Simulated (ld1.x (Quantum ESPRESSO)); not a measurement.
**La (Z = 57): excitation energies, all-electron against TM**

ld1.x (Quantum ESPRESSO) 7.5 input, shortened:

```
&input
   title='La', zed=57., rel=2, dft='PBE', iswitch=3,
   config='[Xe] 4f0 5d1 6s2 6p0', rel_dist='average'
 /
 &inputp
   pseudotype=2, tm=.true., lloc=3,
   nlcc=.false.
 /
4
5S  1  0   2.00   0.00  1.65  1.65  0.0
5P  2  1   6.00   0.00  3.16  3.16  0.0
5D  3  2   1.00   0.00  3.95  3.95  0.0
4F  4  3   0.00   0.00  1.75  1.75  0.0
 &test
   configts(1)='4f0 5s2 5p6 5d1 6s2 6p0'
 /
```

Open shells are filled in proportion to 2j + 1 (rel_dist='average').

Occupied shells without a wave of their own: 6s. They enter only through the test configuration that unscreens the potential.

Energies are relative to the spin-unpolarised reference configuration 4f0 5s2 5p6 5d1 6s2 6p0; without spin polarisation the order of configurations can differ from experiment. The f channel is local and has no spin–orbit splitting in the pseudo-atom.

```
    valence configuration  charge  ΔE all-electron (eV)  error AE − PS (meV)
  4f0 5s2 5p6 5d1 6s1 6p0      +1                 5.966                  +31
  4f0 5s2 5p6 5d1 6s0 6p0      +2                16.852                  +82
  4f0 5s2 5p6 5d0 6s0 6p0      +3                35.790                 +154
  4f0 5s2 5p5 5d1 6s2 6p0      +1                27.047                  -47
4f0 5s2 5p6 5d1 6s1.5 6p0    +0.5                 2.399                  +14
```

Task: What are ΔE and the potential's error for 4f0 5s1 5p6 5d1 6s2 6p0?

Result: ΔE = 43.980 eV all-electron; the error (AE − PS) is +39 meV.

Task: What are ΔE and the potential's error for 4f0 5s2 5p6 5d2 6s0 6p0?

Result: ΔE = 6.038 eV all-electron; the error (AE − PS) is +59 meV.

Levels in the configuration 4f0 5s2 5p6 5d0 6s0 6p0:

| level | all-electron (eV) | pseudo (eV) |
| --- | --- | --- |
| 5s j=1/2 | -61.605 | -61.446 |
| 5p j=1/2 | -46.558 | -46.431 |
| 5p j=3/2 | -43.913 | -43.796 |

A Bessel basis up to 400 Ry misses an occupied level by 0.05 Ry, so cutoffs and ghosts were not judged.
